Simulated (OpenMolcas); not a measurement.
## Fe4+: ligand-field states by method

Fe4+ with its 6 nearest fluoride ions at 1.863 Å, on the Ge site of Cs2GeF6 (a = 9.021 Å, distance in the model lattice 1.804 Å). The rest of the host is ab initio model potentials to 7.6 Å and point charges beyond; the distance is set by hand and nothing relaxes. Ligand basis ANO-RCC-VDZP.

| Property | Result |
| --- | --- |
| Program | OpenMolcas |
| Basis | ANO-RCC-VDZP [5s4p2d1f] |
| Scalar Hamiltonian | DKH2, point nucleus |
| Active space | 4 electrons in 5 orbitals (3d) |
| State averaging | 2S+1 = 5 even, 5 roots; 2S+1 = 3 even, 45 roots; 2S+1 = 1 even, 50 roots |
| Spin-orbit coupling | state interaction with AMFI integrals over the reference wave functions |

I. CASSCF
II. SS-CASPT2, IPEA 0.25 Eh, imaginary shift 0.1 Eh (closed shells correlated: 3s 3p and the ligand valence shells)

Spin-free states (labels of O, the rotations of Oh) in cm-1, each column counted from its own energy of the first state listed:

```csv
State,Degeneracy,I,II
5E,2,0,0
3T1,3,9413,-5680
5T2,3,21787,30690
3E,2,21919,11500
```

II puts a state of multiplicity 3 lowest, 5700 cm-1 below that state.

From I to II, I's first state of the same spin (5T2) moves from 21787 to 30690 cm-1, by about +8900 cm-1.

From I to II, I's first state of another spin (3T1) moves from 9413 to -5680 cm-1, by about -15000 cm-1.

χT at 300 K: I 2.96, II 1.66 cm3 K/mol.

Roots that are degenerate in the reference are averaged as groups; the widest CASPT2 spread within a group is 1900 cm-1 (the 2-fold group of multiplicity 1 near 84000 cm-1 above the lowest state of its run, II). Shifts and gaps below about the spread of the groups concerned are not significant. Over all roots computed the reference weight is 0.60 to 0.67 in II; the roots of lowest weight are the least certain, and an intruder state may touch them. The least metal-like active orbital is 75 % on the metal (Löwdin) and no ligand orbital is active, so the numbers are rough. Ligand-to-metal charge-transfer states are missing. With no ligand orbital active B as a rule stays too high, so bands that hang on it stand too high and its fall with covalency is understated. An orbital doublet at a regular site is open to a Jahn-Teller distortion, which this geometry leaves out (holds for I). Without dynamic correlation the repulsion within the d shell is too large (B by tens of per cent), so at a given field states of lower spin stand too high (holds for I). This shell can be high or low spin here, a state of another spin lies low, and with metal d orbitals alone active their balance is uncertain, so the ground spin may be wrong (holds for I). With metal d orbitals alone and no dynamic correlation 10Dq can be off by a tenth to a fifth, either way, in oxide and fluoride hosts (holds for I). An orbital triplet at a regular site is open to Jahn-Teller coupling, which can distort the site and quench the lowest spin-orbit gaps and is left out (holds for II). This shell can be high or low spin here, a state of another spin lies low, and with metal d orbitals alone active their balance is uncertain, so the ground spin may be wrong, although the usual error favours high spin (holds for II). With one d shell and no ligand orbital active, 10Dq can be off by a tenth or more (holds for II). No measured value stands beside these numbers; the geometry was set by hand and not optimised.
